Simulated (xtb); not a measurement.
InFI2, SMILES [F][In]([I])[I]. All values are semi-empirical tight-binding results from xtb (GFN2-xTB unless named), good for trends rather than for accurate numbers. Geometry optimised at GFN2-xTB. The structure was generated by enumeration; whether it is a known compound was not checked.

Optimised geometry:

```xyz
4

In     0.0000     0.0000     0.6251
F      0.0000     0.0000     2.5966
I      0.0000     2.4381    -0.5094
I      0.0000    -2.4381    -0.5094
```
Charge 0, spin multiplicity 1.

For metal compounds this method's bond lengths and energies can be far off.

- point group as xtb finds it = C2v
- orbital gap = 2.55 eV
- zero-point energy = 1.4 kcal/mol
- G − E(el) at 298.15 K (modified RRHO) = -20.9 kcal/mol

### Question
Give the atomic charges and the Wiberg bond orders between heavy atoms. (An estimate is asked for; the answer gives what the named calculation found.)

### Answer
charges (e) In1 0.30, F2 -0.31, I3 0.00, I4 0.00. Bond orders In1–F2 0.94, In1–I3 1.02, In1–I4 1.02.
